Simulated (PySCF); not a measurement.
TDDFT excited states: C3H8SSeSi

C₃H₈SSeSi.
Structure used (PBE0-D3(BJ)/def2-SVP), in Å, numbered top down from 1:
```xyz
14
C3H8SSeSi angstrom
Si     2.4177    0.3473    0.2097
S      1.3215   -0.6971    1.7413
C     -0.3851   -0.2387    1.3664
C     -1.0420   -0.8103    0.1041
C     -1.9221    0.3845   -0.2763
Se    -0.8260    1.6187    0.8075
H      1.8695    0.0918   -1.1555
H      2.5034    1.8143    0.4564
H      3.7786   -0.2560    0.3199
H     -0.9511   -0.4721    2.2798
H     -1.5689   -1.7656    0.2606
H     -0.2737   -0.9723   -0.6660
H     -1.9631    0.6364   -1.3440
H     -2.9409    0.3347    0.1325
```

Computed, not measured: TDDFT B3LYP/def2-SVPD, vertical, gas phase, core orbitals frozen in the response (PySCF 2.14.0, density-fitted response routines). The B3LYP/def2-SVPD calculation is non-relativistic and has no spin–orbit coupling, an omission that weighs most on selenium.

```json
{"state": "S1", "E (eV)": "3.72", "E (hartree)": "0.1366", "f": "0.0003", "main configurations (H = HOMO, L = LUMO)": "H→L (98%)"}
{"state": "S2", "E (eV)": "4.62", "E (hartree)": "0.1698", "f": "0.017", "main configurations (H = HOMO, L = LUMO)": "H-1→L (96%)"}
{"state": "S3", "E (eV)": "5.16", "E (hartree)": "0.1897", "f": "0.0052", "main configurations (H = HOMO, L = LUMO)": "H→L+1 (94%)"}
{"state": "S4", "E (eV)": "5.40", "E (hartree)": "0.1985", "f": "0.056", "main configurations (H = HOMO, L = LUMO)": "H→L+2 (92%)"}
{"state": "S5", "E (eV)": "5.64", "E (hartree)": "0.2071", "f": "0.0008", "main configurations (H = HOMO, L = LUMO)": "H-1→L+1 (85%)"}
{"state": "S6", "E (eV)": "5.66", "E (hartree)": "0.2078", "f": "0.017", "main configurations (H = HOMO, L = LUMO)": "H→L+3 (88%)"}
```

The lowest singlet comes at 334 nm (359 kJ/mol) in the ultraviolet; it is dark (f under 0.0005); its leading configuration is HOMO→LUMO (98%). The strongest level in the table is S4 at 5.40 eV (229 nm, f = 0.056). Löwdin shares by element: HOMO selenium 68%, carbon 15% or more, sulfur 6%; LUMO selenium 50%, carbon 26% or more, sulfur 7% (atoms not listed hold the other 17%). The oscillator strengths of these states sum to 0.096; summed over the whole spectrum of an exact calculation they would give the number of electrons, 90 (Thomas–Reiche–Kuhn). The listed states span 1.94 eV, and the widest gap between neighbours is 0.90 eV (S1 to S2). Of the 6 states listed, 3 reach f = 0.01 and 1 stays under 0.0005. Singlets were solved by full linear response.

One conformer stands for the species.
